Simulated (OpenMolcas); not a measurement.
An atom or ion with 14 electrons was computed by SS-CASPT2, IPEA 0.25 Eh, imaginary shift 0.1 Eh with spin-orbit coupling (OpenMolcas, ANO-RCC-VQZP, DKH2). The lowest levels that the run gave, each within 12 % of the measured value where one is at hand:

| J | Parity | E (eV) | g |
| --- | --- | --- | --- |
| 0 | even | 0.0000 |  |
| 1 | even | 0.0327 | 1.501 |
| 2 | even | 0.0918 | 1.501 |
| 2 | even | 1.317 | 1.001 |
| 0 | even | 3.136 |  |
| 2 | odd | 6.851 | 2.002 |
| 2 | odd | 10.092 | 1.167 |
| 1 | odd | 10.092 | 0.499 |
| 3 | odd | 10.093 | 1.334 |
| 0 | odd | 12.364 |  |
| 1 | odd | 12.364 | 1.501 |
| 2 | odd | 12.365 | 1.501 |

Task: Which ion is it, and what are the configurations and terms?

Result: S2+ (Z = 16, charge +2; active space 4 electrons in 4 orbitals (3s 3p)). J, parity and g give the terms where levels are pure, and mixed ones are named by the computed weights; the size of the splittings, set against known spectra of the 14-electron sequence, gives the charge. In order, with the measured energies in eV (NIST levels in Podobedova, Kelleher and Wiese, J. Phys. Chem. Ref. Data 38, 171 (2009)): 3s2 3p2 3P0, 3s2 3p2 3P1 (0.0370), 3s2 3p2 3P2 (0.1033), 3s2 3p2 1D2 (1.4038), 3s2 3p2 1S0 (3.3675), 3s 3p3 5S* 2 (7.2744), 3s 3p3 3D* 2 (10.4205), 3s 3p3 3D* 1 (10.4171), 3s 3p3 3D* 3 (10.4270), 3s 3p3 3P* 0 (12.2462), 3s 3p3 3P* 1 (12.2454), 3s 3p3 3P* 2 (12.2429).

CASPT2 breaks the degeneracy within a term, and the mean is taken; among the terms shown or strongly mixed into the levels shown the widest spread is 430 cm-1 (3s 3p3 3D*). Over all roots computed the reference weight is 0.85 to 0.99; the roots of lowest weight are the least certain, and an intruder state may touch them. Terms of s pⁿ other than that of highest spin mix with s² pⁿ⁻² d, which this space lacks; all of them can be thousands of cm-1 off, and some have no real level of that name. Measured partners are found by configuration, term and J. A level has none where our copy of the source lacks it or the pairing is in doubt (some pairs that miss far off the trend of their configuration count as doubtful), and it then counts in no deviation. Levels of configurations outside the active space are missing.

* marks odd parity.
